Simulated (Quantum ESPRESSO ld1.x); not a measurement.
Problem. Hf4+, 68 electrons, occupied as [Xe] 4f14. All-electron calculation, Dirac Kohn-Sham, revPBE, spin-unpolarised, spherical densities, point nucleus. Program: ld1.x of Quantum ESPRESSO 7.5.

Spin-orbit splittings of the eigenvalues, e(l+1/2) - e(l-1/2), with zeta = 2 splitting/(2l+1) and mean radii in bohr:

| shell | occ. | splitting (eV) | zeta (eV) | <r> j=l-1/2 | <r> j=l+1/2 |
|---|---|---|---|---|---|
| 2p | 6 | 1192 | 794.6 | 0.06612 | 0.07385 |
| 3p | 6 | 255.5 | 170.3 | 0.1981 | 0.2124 |
| 3d | 10 | 55.71 | 22.28 | 0.1863 | 0.1908 |
| 4p | 6 | ? | ? | 0.4747 | 0.5075 |
| 4d | 10 | 10.69 | 4.277 | 0.5287 | 0.5402 |
| 4f | 14 | 1.754 | 0.5011 | 0.6636 | 0.6750 |
| 5p | 6 | 8.179 | 5.452 | 1.239 | 1.333 |

Estimate the 4p splitting.

Solution. 58.41 eV (zeta = 38.94 eV).
